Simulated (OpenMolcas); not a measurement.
# Au4+: moving or changing the point charges

Au4+ among 4 point charges of -2.5 e arranged as a square (D4h), 1.86 Å from the ion.
```
   1.8600    0.0000    0.0000  -2.50
   0.0000    1.8600    0.0000  -2.50
  -1.8600    0.0000    0.0000  -2.50
   0.0000   -1.8600    0.0000  -2.50
```

```yaml
Program: OpenMolcas
Method: CASSCF
Basis: ANO-RCC-VDZP [7s6p4d2f]
Scalar_Hamiltonian: DKH2, point nucleus
Active_space: 7 electrons in 5 orbitals (5d)
State_averaging: 2S+1 = 4 even, 10 roots; 2S+1 = 2 even, 40 roots
Spin-orbit_coupling: RASSI with atomic mean-field integrals over the reference wave functions
```

Runs around this geometry, states (labels of D4, the rotations of D4h). Energies in cm-1 above the lowest state or level, χT in cm3 K/mol.

| R (Å) | q (e) | Ground state | First state of that spin | First gap with spin-orbit (degeneracies) | χT at 300 K | First state of another spin |
| --- | --- | --- | --- | --- | --- | --- |
| 1.86 | -1.25 | 4A2 | 4E 681.4 | 701.9 (2, 2) | 3.665 | 2A1 11438 |
| 1.68 | -2.5 | 2B2 | 2E 10205 | 8666 (2, 2) | 0.485 | 4E 9938 |
| 1.86 | -2.5 | 4E | 4A2 4828 | 3311 (2, 2) | 0.729 | 2B2 1662 |

The ground state changes within this set.

Without dynamic correlation the repulsion within the d shell is too large (B by tens of per cent), so at a given field states of lower spin stand too high. Spin-orbit coupling mixes the spin-free states strongly: the lowest level takes only 48 % from its leading state, 4A2 (figures for R = 1.86, q = -1.25; the like holds for R = 1.68, q = -2.5, R = 1.86, q = -2.5). This shell can be high or low spin here, a state of another spin lies low, and with metal d orbitals alone active their balance is uncertain, so the ground spin may be wrong (holds for R = 1.86, q = -1.25; R = 1.86, q = -2.5). Point charges give a weaker field than real ligands, and real ions of this kind are as a rule low spin; the high spin found here belongs to the model (holds for R = 1.86, q = -1.25; R = 1.86, q = -2.5). This shell can be high or low spin here, a state of another spin lies low, and with metal d orbitals alone active their balance is uncertain, so the ground spin may be wrong, although the usual error favours high spin (holds for R = 1.68, q = -2.5). This is an electrostatic model: the charges have no orbitals. No measured value stands beside these numbers.
